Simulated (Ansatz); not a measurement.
The cluster Ag₂Br⁺. The state is a singlet with charge 1. Geometry relaxed at PBE0-D4/def2-TZVP.

```csv
atom,x (Å),y (Å),z (Å)
Ag1,0.516,0.433,-1.999
Ag2,-1.089,-1.002,1.503
Br3,0.573,0.570,0.496
```

In the def2 sets Ag takes a core potential; there is no spin–orbit coupling. The relaxation made no stability test and no search for a lower SCF solution. The structure comes from a short search, and lower isomers may exist.

(1) Estimate the harmonic wavenumbers at RKS PBE0-D4/def2-TZVP (Ansatz, unscaled). Is this a minimum?

## Answers

(1) 36, 180, 209 cm⁻¹. Yes, no mode is imaginary beyond noise. Zero-point energy 2.5 kJ/mol. It took 13 s on 4 threads of Arm Neoverse V1 on a shared host.
